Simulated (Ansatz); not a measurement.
Input file for Ansatz (an electronic-structure program): U-B3LYP/def2-TZVPP on FHZn (SMILES [F][ZnH]), a point of a bond scan (R = 3.011 Å).

Ansatz 0.2 input:
```yaml
crystal:
  periodic: [false, false, false]
  atoms:
    - {symbol: Zn, position_ang: [-0.00000000, -0.00000000, -0.35811910]}
    - {symbol: H, position_ang: [0.00000000, 0.00000000, -3.36904992]}
    - {symbol: F, position_ang: [0.00000000, 0.00000000, 1.40079528]}
basis:
  gaussian:
    orbitals: def2-TZVPP
hamiltonian:
  xc: {name: B3LYP}
magnetization: {spin_polarized: true, initial_magnetization: 0}
```

The head of its log:

```
WARN ansatz: RAYON_NUM_THREADS=1 ignored (pool sized by the plan → 1); use --threads N
Functional definition: B3LYP
integrals: 0.03 GiB planned
779 factors; their error is unknown
mean field: 0.41 GiB planned
mean field evaluation 1: about -51147.0196 eV, gradient 3.9e1 eV
mean field evaluation 2: about -51115.9842 eV, gradient 1.1e2 eV
```

Q: Give the final energy of this run.

A: -1879.8440 hartree. Its determinant has ⟨S²⟩ = 0.64, a mixture of spin states.
